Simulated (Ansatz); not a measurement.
One change: `CC1=CC(C)=[O+][Sn-]([OH])[O]1` becomes `CC(=O)C=C(C)C`.

Ansatz, PBE0-D4/def2-TZVP geometries, multiplicity 1. Each molecule was computed in one conformer, which needn't be the lowest.

Elements past krypton have def2 core potentials.

```
                               property  `CC1=CC(C)=[O+][Sn-]([OH])[O]1`
  HOMO–LUMO gap (B3LYP/def2-TZVPP) / eV                             4.97
  LUMO energy (ωB97M-V/def2-TZVPP) / eV                             0.41
     HOMO energy (PBE0/def2-TZVPP) / eV                            -7.01
      HOMO energy (PBE/def2-TZVPP) / eV                            -5.91
HOMO–LUMO gap (ωB97M-V/def2-TZVPP) / eV                             9.56
   HOMO–LUMO gap (PBE0/def2-TZVPP) / eV                             5.35
```

(1) What does the change do to each property? (Best estimate.)

Results:

(1) The calculation gave: 
```csv
property,`CC(=O)C=C(C)C`,shift
HOMO–LUMO gap (B3LYP/def2-TZVPP) / eV,5.17,0.20
LUMO energy (ωB97M-V/def2-TZVPP) / eV,0.82,0.41
HOMO energy (PBE0/def2-TZVPP) / eV,-6.94,0.07
HOMO energy (PBE/def2-TZVPP) / eV,-5.33,0.58
HOMO–LUMO gap (ωB97M-V/def2-TZVPP) / eV,10.19,0.63
HOMO–LUMO gap (PBE0/def2-TZVPP) / eV,5.63,0.28
```

With PBE0 the HOMO rises by 0.07 eV and the LUMO rises by 0.35 eV, so the gap widens by about 0.28 eV. PBE moves the HOMO by 0.58 eV and ωB97M-V by -0.21 eV.

B3LYP here is the variant with VWN-RPA as its local correlation; programs differ in this.
